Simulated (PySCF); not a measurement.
C2H6N2Si, SMILES C#C[SiH](N)N.

Coordinates come from a PBE-D3(BJ)/def2-SVP optimisation. This is a generated structure with no PubChem entry under its InChIKey; it may be hypothetical. Other conformers were not sampled.

The numbers are results of PBE/def2-TZVP (PySCF), not measurements.

The molecule is in vacuum.

The total energy is -478.52142 hartree, the highest occupied level is -6.06 eV and the lowest empty level is -0.93 eV. The orbital gap is 5.12 eV. The dipole moment comes out as 0.43 D and the quadrupole, principal values (traceless, Buckingham form, about the centre of nuclear charge) is -7.40, 2.50, 4.91 D·Å. The mean static polarisability is 64.6 bohr³ (9.58 Å³). The polarisability, principal values is 51.7, 57.4, 84.7 bohr³.
